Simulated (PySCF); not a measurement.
PBEsol on Cu⁻ (copper, charge -1), [Ar] 3d10 4s2, closed-shell 1S. Calculation: PySCF 2.14, in aug-cc-pVTZ-PP with ECP10MDF; a scalar-relativistic core potential.

```
cycle= 1 E= -196.931333193635  delta_E= 0.13  |g|= 1.01  |ddm|= 0.911
cycle= 2 E= -195.827849277579  delta_E=  1.1  |g|= 2.88  |ddm|=  1.2
cycle= 3 E= -197.073076574943  delta_E= -1.25  |g|= 0.406  |ddm|= 0.798
cycle= 4 E= -197.105190510189  delta_E= -0.0321  |g|= 0.141  |ddm|= 0.485
cycle= 5 E= -197.110491479511  delta_E= -0.0053  |g|= 0.0259  |ddm|= 0.251
cycle= 6 E= -197.110790957213  delta_E= -0.000299  |g|= 0.000427  |ddm|= 0.0586
cycle= 7 E= -197.110791056511  delta_E= -9.93e-08  |g|= 9.62e-05  |ddm|= 0.001
cycle= 8 E= -197.110791057801  delta_E= -1.29e-09  |g|= 1.01e-05  |ddm|= 0.000118
cycle= 9 E= -197.110791057828  delta_E= -2.69e-11  |g|= 7.57e-08  |ddm|= 1.14e-05
converged SCF energy = -197.110791057828  <S^2> = 4.0856207e-14  2S+1 = 1
```

Highest occupied orbital energy: 1.323 eV; ⟨L²⟩ = 0.00; populations by l: s 4.00, p 6.00, d 10.00, f 0.00.

Question: Can this result be used?

Answer: With care. The calculation finished and met its thresholds. Energies and moments cover only the electrons outside the core potential. At PBEsol the highest occupied level has a positive energy, so only the finite basis holds that electron; in a semilocal or global hybrid functional this comes from self-interaction and does not mean that the real anion is unbound.
